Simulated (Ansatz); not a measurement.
`B[SiH2]F` + `O[SiH2]F` → `F[SiH2]O[SiH2]F` + BH₃ at 500 K and 1 bar (cleavage of the Si–B bond).

Program: Ansatz. Geometries: PBE0-D4/def2-TZVP. ΔE: electronic, gas phase. CBS: MP2 limit from def2 TZ/QZ plus the TZ coupled-cluster correction, frozen cores. This one scheme is used for every species. One conformer a species, not always the lowest.

```json
{"species": "`B[SiH2]F`", "CCSD(T)/CBS energy (Eh)": "-416.08532", "H − E (kJ/mol)": "136.3", "S (J/(mol·K))": "334.6"}
{"species": "`O[SiH2]F`", "CCSD(T)/CBS energy (Eh)": "-465.96250", "H − E (kJ/mol)": "118.8", "S (J/(mol·K))": "315.1"}
{"species": "`F[SiH2]O[SiH2]F`", "CCSD(T)/CBS energy (Eh)": "-855.55265", "H − E (kJ/mol)": "166.1", "S (J/(mol·K))": "425.8"}
{"species": "BH₃", "CCSD(T)/CBS energy (Eh)": "-26.55200", "H − E (kJ/mol)": "86.8", "S (J/(mol·K))": "208.8"}
```

H − E and S are ideal-gas, rigid-rotor, harmonic terms from PBE0-D4/def2-TZVP, for one conformer and one mirror image of each species. 1 Eh = 2625.50 kJ/mol, R = 8.31446 J/(mol·K).

Q: By hand: ΔE, ΔH, ΔS and ΔG.

A: ΔE = (-855.55265) + (-26.55200) − (-416.08532) − (-465.96250) = -0.05683 Eh = -149.2 kJ/mol. Δ(H − E) = 166.1 + 86.8 − 136.3 − 118.8 = -2.2, so ΔH = -151.4 kJ/mol. ΔS = 425.8 + 208.8 − 334.6 − 315.1 = -15.1 J/(mol·K). ΔG = -151.4 − 500 × (-15.1)/1000 = -143.8 kJ/mol.

Q: By hand: the equilibrium constant, and the temperature at which ΔG would vanish if ΔH and ΔS stayed fixed.

A: log₁₀ K = −ΔG/(RT ln 10) = 15.0. ΔG = 0 at ΔH/ΔS = 10026 K, far beyond where these terms or the molecules hold.

ΔH outweighs TΔS. A doubt of 5 kJ/mol in ΔE shifts log₁₀ K by 0.5 here. Other conformers and mirror images would add mixing entropy, several J/(mol·K) or more a flexible species. Modes under 60 cm⁻¹, often nearly free rotors, make the harmonic entropy too high. These are equilibria of isolated gas molecules and say nothing of rates. Largest T1 diagnostic: 0.012 (customary marks: 0.02 for closed shells, 0.045 for open ones).
